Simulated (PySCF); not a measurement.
An equivalent PySCF input for Be⁺ (beryllium, charge +1), [He] 2s1, 2S determinant, with no relativity, point nucleus:

```python
from pyscf import gto, scf, dft, mp, cc
import basis_set_exchange as bse
mol = gto.M(atom="Be 0 0 0", charge=1, spin=1, symmetry="D2h",
            basis=gto.basis.parse(bse.get_basis("pcseg-2", elements=["Be"], fmt="nwchem", header=False)))
mf = dft.UKS(mol, xc="B3LYP")
mf.irrep_nelec = {'Ag': (2, 1)}
mf.kernel()
```

It reaches the same state as the run whose output follows, with an energy that differs only through the grid. The run itself started from symmetry-adapted Hartree-Fock orbitals and held the occupation by maximum overlap, on a logarithmic radial grid, so the iterations belong to that start.

```
SCF conv_tol = 1e-09
number electrons alpha = 2  beta = 1
XC functionals = B3LYP
    P. J. Stephens, F. J. Devlin, C. F. Chabalowski, and M. J. Frisch.,  J. Phys. Chem. 98, 11623 (1994)
cycle= 1 E= -14.3369679922924  delta_E= -0.000586  |g|= 0.000849  |ddm|= 0.0597
cycle= 2 E= -14.3369690005438  delta_E= -1.01e-06  |g|= 7.31e-05  |ddm|= 0.00341
cycle= 3 E= -14.3369690091025  delta_E= -8.56e-09  |g|= 6.55e-07  |ddm|= 0.000331
cycle= 4 E= -14.3369690091033  delta_E= -7.46e-13  |g|= 9.64e-09  |ddm|= 2.66e-06
converged SCF energy = -14.3369690091033  <S^2> = 0.75000025  2S+1 = 2.0000002
```
